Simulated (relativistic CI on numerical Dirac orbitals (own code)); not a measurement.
# Hyperfine structure of Sc17+, mass number 45

Computed by Dirac-Coulomb-Breit CI, orbitals from a KLI potential per configuration, a model potential for QED, unscaled Slater integrals (own radial code, finite nucleus).

Configuration list (outside the closed core 1s2): 2s², 2s2p, 2p², 2p3s, 2p3p, 2s3s, 2s3p, 2s3d, 2s4s, 2s4p, 2s4d, 2s4f, 3s², 3s3p, 3p². Levels of other configurations are missing.

Nuclear spin I = 7/2, μ = 4.754 μN, Q = -0.22 b (tables of Stone and Pyykkö). The electronic factors are computed for point nuclear moments, without core polarisation or the Bohr-Weisskopf and QED corrections.

```tsv
Level	E (eV)	A (GHz)	B (GHz)
2s2p ³P°1	35.707	150.3	3.11
2s2p ³P°2	39.946	103.4	-6.24
2s2p ¹P°1	70.285	17.26	-6.23
2p² ³P1	93.938	-1.006	-3.09
2p² ³P2	96.899	29.62	4.71
2p² ¹D2	107.013	32.87	-10.8
2s3s ³S1	689.456	223.7	0.000326
2s3p ³P°1	706.005	184.3	-0.507
```

Levels with J = 0, under 50 % of one LS term, or S terms without an open s electron are left out. Small factors come from cancelling terms and can be off by tens of per cent or more.

At this charge energies of transitions that change n are usually good to better than 1 %, and those within a shell (Δn = 0) to a few per cent.

Q: Give the hyperfine levels of 2s2p ³P°1 relative to its centre of gravity.

A: With K = F(F + 1) − I(I + 1) − J(J + 1), E = AK/2 + B[¾K(K + 1) − I(I + 1)J(J + 1)]/[2I(2I − 1)J(2J − 1)]: F = 5/2: -674.8, F = 7/2: -152.5, F = 9/2: 526.9 GHz.

LS names give the leading component of a level, which can be under half, so a name can repeat, a term be missing and a line seem to break the LS rules.
